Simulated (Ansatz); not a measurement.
`C[NH][AlH][NH2]` + H₂ → `[NH2][AlH2]` + CH₃NH₂ at 600 K and 1 bar (hydrogenolysis of the Al–N bond).

Computed with Ansatz on PBE0-D4/def2-TZVP structures; ΔE is electronic, products minus reactants. CCSD(T)/CBS adds triple-zeta CCSD(T) − MP2 to the extrapolated MP2 energy (def2 sets, frozen cores). This one scheme is used for every species. One conformer a species, not always the lowest.

```
          species  CCSD(T)/CBS energy (Eh)  H − E (kJ/mol)  S (J/(mol·K))
`C[NH][AlH][NH2]`               -393.74880           288.7          426.0
               H₂                 -1.17544            43.9          150.8
    `[NH2][AlH2]`               -299.14566           138.4          304.9
           CH₃NH₂                -95.75281           199.3          283.8
```

H − E and S are ideal-gas, rigid-rotor, harmonic terms from PBE0-D4/def2-TZVP, for one conformer and one mirror image of each species. The MP2-based limit puts H₂ 0.8 mEh under its directly extrapolated value; such offsets cancel only in part. 1 Eh = 2625.50 kJ/mol, R = 8.31446 J/(mol·K).

Q: By hand: ΔE, ΔH, ΔS and ΔG.

A: ΔE = (-299.14566) + (-95.75281) − (-393.74880) − (-1.17544) = 0.02577 Eh = 67.7 kJ/mol. Δ(H − E) = 138.4 + 199.3 − 288.7 − 43.9 = 5.1, so ΔH = 72.8 kJ/mol. ΔS = 304.9 + 283.8 − 426.0 − 150.8 = 11.9 J/(mol·K). ΔG = 72.8 − 600 × (11.9)/1000 = 65.7 kJ/mol.

Q: By hand: the equilibrium constant, and the temperature at which ΔG would vanish if ΔH and ΔS stayed fixed.

A: log₁₀ K = −ΔG/(RT ln 10) = -5.7. ΔG = 0 at ΔH/ΔS = 6118 K, far beyond where these terms or the molecules hold.

The number of gas molecules stays the same, so ΔS is small and ΔH decides. A doubt of 5 kJ/mol in ΔE shifts log₁₀ K by 0.4 here. Other conformers and mirror images would add mixing entropy, several J/(mol·K) or more a flexible species. These are equilibria of isolated gas molecules and say nothing of rates. Largest T1 diagnostic: 0.011 (customary marks: 0.02 for closed shells, 0.045 for open ones).
